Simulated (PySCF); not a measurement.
H2, SMILES [H][H]. Geometry optimised at PBE0-D3(BJ)/def2-TZVPD.

TDDFT-PBE0/def2-TZVPD (PySCF 2.14.0) puts the lowest singlet excitations at 12.38, 13.65, 13.65, 15.35, 16.99, 16.99 eV and the lowest triplet (TDA) at 10.14 eV.

What are the lowest singlet roots from EOM-CCSD/aug-cc-pVDZ run with PySCF? (Estimate from the structure and the level; the computed values follow.)

12.61, 13.06, 15.67, 15.67, 16.17, 20.03 eV; triplets 10.43, 12.40, 14.04 eV. S1 differs by 0.23 eV (second minus first; roots are paired by order, and the bases may differ).
